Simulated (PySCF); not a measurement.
Compound: C7H7FS (charge -1 and doublet state).
Geometry (GFN2-xTB, Å), atoms numbered from 1 in this order:
```xyz
16
C7H7FS angstrom
C      3.5125    0.1458   -0.3105
C      2.1547    0.1544    0.2032
C      1.0388    0.1693    0.6439
C     -0.3281    0.1450    1.1157
C     -1.2916   -0.4100    0.0483
C     -2.7056   -0.4666    0.5687
F     -2.8298   -1.5459    1.4933
C     -3.7516    0.2872    0.3487
S     -4.1279    1.6017   -0.5719
H      3.9578   -0.8425   -0.1822
H      3.5145    0.3952   -1.3726
H      4.1244    0.8769    0.2210
H     -0.6431    1.1580    1.3839
H     -0.3905   -0.4816    2.0116
H     -0.9629   -1.4139   -0.2457
H     -1.2793    0.2359   -0.8317
```

The hyperfine couplings belong to this conformer and change with its torsions.

Identity: `CC#CCC/C(F)=[C]\[S-]` [radical] (charge -1).

Theory: UKS B3LYP, pcH-1 on C F H S, non-relativistic, mean-field spin-orbit, GIAO (PySCF). GFN2-xTB frequencies show an imaginary mode (37i cm⁻¹), so this geometry is no minimum at that level. Whether the extra electron is bound in the gas phase wasn't checked; a finite basis holds it in any case. Couplings are sensitive to structure, and on GFN2-xTB geometries they can be far from those on DFT ones, by a factor of two or more for some ions and for spin on atoms past the first row. No stability test was run, so a lower SCF solution isn't excluded.

Task: Break the g tensor into its mass correction, gauge correction and orbital-Zeeman/spin–orbit terms.

Result: 
| Δg (ppt) | 1 | 2 | 3 |
| --- | --- | --- | --- |
| relativistic mass correction | -0.19 | -0.19 | -0.19 |
| gauge correction | 0.00 | -0.02 | 0.05 |
| orbital Zeeman/spin–orbit | -0.43 | 6.30 | 10.17 |
| total | -0.62 | 6.08 | 10.03 |

So g = 2.00170, 2.00840, 2.01235 and g_iso = 2.00748; the tensor is rhombic: the two nearest values differ by 37 % of g3 − g1. Axes: g3 points within 8° of the C8–S9 bond.

Task: At 9.488 GHz, how far is the centre of the isotropic spectrum from where a free electron (g = 2.002319) resonates?

Result: B = hν/(g μB) with μB/h = 13.99624 MHz/mT gives 338.56 mT for the free electron and 337.68 mT at g_iso, 0.87 mT lower.

Task: What are the electron Larmor frequencies g μB B/h along the three axes at 3350 mT?

Result: 93.8543, 94.1689, 94.3537 GHz for g1, g2 and g3, a range of 499.4 MHz.

Task: Average each term over the three axes. Which is largest in size?

Result: The orbital-Zeeman/spin–orbit term 5.34, the mass correction -0.19 and the gauge correction 0.01 ppt, for a total of 5.16 ppt. The orbital-Zeeman/spin–orbit term is the largest in size. The mass correction is the same along every axis, so the anisotropy comes from the other two: their spans along these axes are 0.07 (gauge) and 10.60 ppt (orbital Zeeman/spin–orbit).

Task: In a frozen sample, at which fields do the three g values resonate at 9.5, 34, 94 and 263 GHz (hyperfine left aside), and which band first spreads them over more than twice a line width of 0.5 mT?

Result: 
```
band    GHz  B(g3) mT  B(g2) mT  B(g1) mT  spread mT
   X    9.5    337.29    337.96    339.09       1.79
   Q   34.0   1207.16   1209.53   1213.58       6.42
   W   94.0   3337.44   3343.99   3355.20      17.76
   J  263.0   9337.74   9356.06   9387.42      49.68
```

The spread grows in proportion to the frequency. X band is the first where it exceeds 1.0 mT.

The Mulliken spin populations are largest on C8 (+0.58) and S9 (+0.40).

The HOMO–LUMO gaps are 3.29 eV among the α and 3.26 eV among the β orbitals.

The run took 2.2 min (grids of density and orbitals included) on an Arm Neoverse V1 with one thread (shared host), and the process peaked at 1.1 GiB of memory.
